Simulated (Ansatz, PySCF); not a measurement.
Reaction R1 + R2 → P1 + P2, each structure at its B3LYP-D3(BJ)/def2-TZVP stationary point, reached from a drawn start (curvature not checked).
R1: H7NSi2 (SMILES [SiH3]N[SiH3]), charge 0, multiplicity 1.
R2, SiH4 (SMILES [SiH4]) (charge 0, multiplicity 1):
```
atom    x (Å)    y (Å)    z (Å)
----  -------  -------  -------
Si     0.0000   0.0000   0.0000
H     -0.1691   1.2235  -0.8159
H     -0.7440   0.1479   1.2712
H      1.4371  -0.2048   0.2903
H     -0.5240  -1.1666  -0.7455
```
P1, H9NSi3 (SMILES [SiH3]N([SiH3])[SiH3]) (charge 0, multiplicity 1, Z-matrix in Å and degrees):
```
N
Si 1 1.7445
Si 1 1.7445 2 119.79
Si 1 1.7445 2 119.79 3 170.82
H 4 1.4796 1 108.99 2 34.33
H 4 1.4796 5 110.38 1 -119.66
H 2 1.4796 1 108.99 3 34.34
H 3 1.4796 1 108.99 2 -34.32
H 2 1.4796 7 110.38 1 -119.66
H 3 1.4796 8 110.38 1 119.66
H 3 1.4841 8 108.21 10 118.23
H 2 1.4841 7 108.21 9 -118.23
H 4 1.4841 5 108.21 6 -118.23
```
P2: H2 (SMILES [H][H]), charge 0, multiplicity 1.

P less R. No zero-point or thermal terms.

Programs: Ansatz (Gaussian basis) for Hartree–Fock, density functionals and correlated methods; PySCF for the D3/D4 terms. All values are computed, each at the level named.

Problem. One of these levels gives -306.0 meV for the reaction energy. Which?
(A) PBE-D4/def2-TZVPP
(B) PBE/def2-TZVPP
(C) B97M-V/def2-TZVPP
(D) B3LYP/def2-TZVPP

Solution. A, PBE-D4/def2-TZVPP. The others give -192.7 (PBE/def2-TZVPP), -251.7 (B97M-V/def2-TZVPP), -134.0 (B3LYP/def2-TZVPP)

Ansatz is a first-principles code.
